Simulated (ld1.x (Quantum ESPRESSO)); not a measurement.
## What one change does to a pseudopotential (magnesium (Mg), TM)

- Element: magnesium
- Generator: ld1.x (Quantum ESPRESSO) 7.5
- Type: norm-conserving Troullier–Martins (Kleinman–Bylander form)
- Functional: PBE
- Relativity: scalar-relativistic
- Frozen core: [Ne]
- Valence charge: 2
- Reference configuration: 3s2 3p0
- Partial waves: 3s (bound): rc 2.30 bohr; 3p (bound, empty): rc 2.55 bohr
- Local potential: all-electron potential smoothed inside 1.85 bohr (lloc = -2)
- Core correction: a·sin(br)/r model core, default radius (core density twice the valence density)

Change: wave 3s (bound): rc 2.30 bohr becomes 3s (bound): rc 2.46 bohr.

Cutoffs: the cutoffs (Ry, on a coarse ladder) from which the occupation-weighted sum of valence levels, in a spherical-Bessel basis at the reference potential, stays within 10 and 1 mRy of its value at 400 Ry; they do not see the model core or the augmentation charge, which bear on the density cutoff. Errors are all-electron minus pseudo energies relative to the spin-unpolarised reference configuration.

Task: Predict the effect on cutoff, ghosts and configuration errors.

Result: The potential gets neither clearly harder nor softer (6 Ry and 18 Ry → 6 Ry and 18 Ry); of the 5 tests that both files solve, the error grows in 0 and shrinks in 3 by more than 15 % and 0.3 meV (median size 6.0 → 3.6 meV); neither file shows a bound ghost. That the errors move this way runs against the usual rule that smaller radii transfer better.

| quantity | base | changed |
| --- | --- | --- |
| cutoff, loose | 6 Ry | 6 Ry |
| cutoff, tight | 18 Ry | 18 Ry |
| bound ghosts | none | none |
| error for 3s1 3p0, meV [ΔE 7.96 eV] | +6.9 | +6.7 |
| error for 3s1.5 3p0, meV [ΔE 3.14 eV] | +1.3 | +1.3 |
| error for 3s1 3p1, meV [ΔE 3.49 eV] | +1.5 | +1.0 |
| error for 3s0 3p1, meV [ΔE 12.33 eV] | +17 | +14 |
| error for 3s0 3p2, meV [ΔE 7.18 eV] | +6.0 | +3.6 |
| s: phases at 2.74 bohr within 0.05 rad from the reference energy up to (Ry; the scan ends near 5) | 1.5 | 1.5 |
| p: phases at 2.74 bohr within 0.05 rad from the reference energy up to (Ry; the scan ends near 5) | 2.1 | 2.1 |
